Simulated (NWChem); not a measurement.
# CHF2, doublet; SMILES F[CH]F

All runs: NWChem. Spin-unrestricted. In the optimisation the excess spin sits in a' (Cs, its own frame). Geometry: optimised at PBE-D3(BJ)/def2-SVP, spin-unrestricted. No stability test was run on the SCF state. Vertical excitations in the gas phase; the lowest state need not have the same character in each row. Excited states of an open shell can be spin-contaminated.

```json
[
 {"level": "PBE/def2-SVPD, TDA", "lowest excitation (eV)": "5.62", "oscillator strength of that lowest state": "0.017", "lowest state with f > 0.02 (eV)": "7.81", "oscillator strength of that bright state": "0.038", "lowest empty minus highest occupied level, either spin (eV)": "2.28"},
 {"level": "B3LYP/def2-SVPD, TDA", "lowest excitation (eV)": "6.20", "oscillator strength of that lowest state": "0.020", "lowest state with f > 0.02 (eV)": "6.20", "oscillator strength of that bright state": "0.020", "lowest empty minus highest occupied level, either spin (eV)": "4.49"},
 {"level": "LRC-wPBEh/def2-SVPD, TDA", "lowest excitation (eV)": "6.53", "oscillator strength of that lowest state": "0.021", "lowest state with f > 0.02 (eV)": "6.53", "oscillator strength of that bright state": "0.021", "lowest empty minus highest occupied level, either spin (eV)": "9.07"},
 {"level": "PBE0/def2-SVPD, TDA", "lowest excitation (eV)": "6.48", "oscillator strength of that lowest state": "0.022", "lowest state with f > 0.02 (eV)": "6.48", "oscillator strength of that bright state": "0.022", "lowest empty minus highest occupied level, either spin (eV)": "5.36"}
]
```
